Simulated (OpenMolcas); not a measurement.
AlNH2ClF (SMILES [NH2][Al]([F])[Cl]): methods side by side

The species is AlNH2ClF (6 atoms), meant as a singlet with charge 0. As SMILES, `[NH2][Al]([F])[Cl]`. Geometry: relaxed at PBE0-D4/def2-TZVP.

| atom | x (Å) | y (Å) | z (Å) |
| --- | --- | --- | --- |
| N | -0.1123 | 0.9826 | -0.0258 |
| Al | 0.1525 | -0.7391 | 0.0923 |
| F | 1.0418 | -1.3455 | 1.3311 |
| Cl | -0.6411 | -2.0494 | -1.3136 |
| H | 0.2463 | 1.6615 | 0.6248 |
| H | -0.6451 | 1.4260 | -0.7549 |

Quantity: the energy change with the N1–H5 bond stretched from 1.006 to 1.510 Å, in eV. The values are calculated.

```tsv
level	kind	program	value (eV)	CPU time (all runs)
SVWN5/aug-cc-pVDZ (restricted)	LDA	OpenMolcas	2.17	77 s
BLYP/aug-cc-pVDZ (restricted)	GGA	OpenMolcas	?	1.7 min
PBE/aug-cc-pVDZ (restricted)	GGA	OpenMolcas	2.17	1.8 min
revPBE/aug-cc-pVDZ (restricted)	GGA	OpenMolcas	?	1.7 min
M06-L/aug-cc-pVDZ (restricted)	meta-GGA	OpenMolcas	2.38	2.3 min
TPSS/aug-cc-pVDZ (restricted)	meta-GGA	OpenMolcas	2.19	2.4 min
B3LYP/aug-cc-pVDZ (restricted)	global hybrid	OpenMolcas	2.31	1.7 min
MP2/aug-cc-pVDZ (restricted)	perturbation theory	OpenMolcas	2.35	37 s
```

Question: Estimate what the levels marked ? give.

Answer: As computed at these levels: BLYP/aug-cc-pVDZ (restricted): 2.12 eV; revPBE/aug-cc-pVDZ (restricted): 2.16 eV. The first shape isn't each level's own minimum. The values span 2.12 to 2.38 eV. Times are those of the runs behind each value, whatever else they computed, on shared processors of several kinds: orders of magnitude only.
